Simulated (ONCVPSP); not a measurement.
## Varying the ONCV potential for Fe (Z = 26)

Base potential:

* Element: iron (Fe)
* Generator: ONCVPSP 4.0.1
* Type: optimised norm-conserving Vanderbilt (ONCV)
* Functional: PBE
* Relativity: scalar-relativistic
* Frozen core: [Ne]
* Valence charge: 16
* Reference configuration: 3s2 3p6 3d6 4s2
* Partial waves: 3s+4s: rc 1.65 bohr, ncon 4, nbas 9, qcut 6.9 1/bohr, 2 projectors; 3p: rc 1.00 bohr, ncon 3, nbas 7, qcut 16.6 1/bohr, 2 projectors, debl 2.2 Ha; 3d: rc 1.30 bohr, ncon 4, nbas 9, qcut 10.2 1/bohr, 1 projector
* Local potential: polynomial inside 0.90 bohr (lpopt 4, dvloc0 4 Ha)
* Core correction: none

In the p channel the program set the typed energies aside and used -2.207, 0.250 Ha.

All-electron outer shells of the reference configuration (PBE, scalar-relativistic, ld1.x):

```
shell  level (eV)  outermost node (bohr)  outermost maximum (bohr)
   2p     -698.45                      –                      0.18
   3s      -94.02                   0.33                      0.70
   3p      -60.04                   0.30                      0.72
   3d       -7.50                      –                      0.71
   4s       -5.29                   1.00                      2.41
```

Cutoffs, loose and tight: the cutoffs (Ha) at which the residual kinetic energy of the hardest occupied pseudo-wave falls to 1 and 0.1 mHa per electron. They do not see the model core or the augmentation charge, which bear on the density cutoff. Test errors are all-electron minus pseudo excitation energies from the reference, over the configurations 3s2 3p6 3d6 4s1; 3s2 3p6 3d6 4s0; 3s2 3p6 3d5 4s0; 3s2 3p5 3d6 4s2. A dash means not determined; rows that change the core or the reference have their own tests.

| change | outcome | cutoff, loose | cutoff, tight | bound ghosts | GHOST(+) flags above zero | largest test error (meV) |
| --- | --- | --- | --- | --- | --- | --- |
| base | generated, projector energies reset by the program | 74 Ha | 93 Ha | none | none | -81 |
| all radii scaled by about 0.79 (s 1.30, p 0.80, d 1.04 bohr); local potential polynomial inside 0.72 bohr (lpopt 4, dvloc0 4 Ha) | generated, projector energies reset by the program | 189 Ha | 290 Ha | none | none | -25 |
| all radii scaled by about 0.89 (s 1.46, p 0.88, d 1.16 bohr); local potential polynomial inside 0.80 bohr (lpopt 4, dvloc0 4 Ha) | generated, projector energies reset by the program | 77 Ha | 213 Ha | none | none | -47 |
| all radii scaled by about 0.95 (s 1.56, p 0.94, d 1.24 bohr); local potential polynomial inside 0.86 bohr (lpopt 4, dvloc0 4 Ha) | generated, projector energies reset by the program | 76 Ha | 135 Ha | none | none | -66 |
| all radii scaled by about 1.07 (s 1.76, p 1.08, d 1.40 bohr); local potential polynomial inside 0.96 bohr (lpopt 4, dvloc0 4 Ha) | generated, projector energies reset by the program | 71 Ha | 89 Ha | none | none | -116 |
| all radii scaled by about 1.12 (s 1.86, p 1.12, d 1.46 bohr); local potential polynomial inside 1.02 bohr (lpopt 4, dvloc0 4 Ha) | generated, projector energies reset by the program | 67 Ha | 85 Ha | none | none | -128 |
| all radii scaled by about 1.22 (s 2.02, p 1.22, d 1.58 bohr); local potential polynomial inside 1.10 bohr (lpopt 4, dvloc0 4 Ha) | generated, projector energies reset by the program | 55 Ha | 72 Ha | none | none | -173 |
| all radii scaled by about 1.33 (s 2.20, p 1.32, d 1.72 bohr); local potential polynomial inside 1.20 bohr (lpopt 4, dvloc0 4 Ha) | generated, projector energies reset by the program | 37 Ha | 58 Ha | none | none | -230 |

Reading the sweep of the scale of all radii (base = 1) (base included, trends over the rows without a ghost): The loose cutoff falls from 189 Ha at 0.79 to 37 Ha at 1.33. A larger radius leaves more room for a smooth pseudo-wave, so fewer plane waves are needed; a smaller one forces it to follow the all-electron wave where it bends sharply. The median size of the test errors (rows with all tests solved) rises from 5.6 meV at 0.79 to 15.4 meV at 1.33. More of the atom is replaced by a form fitted at one configuration, so other configurations suffer as the radius grows.
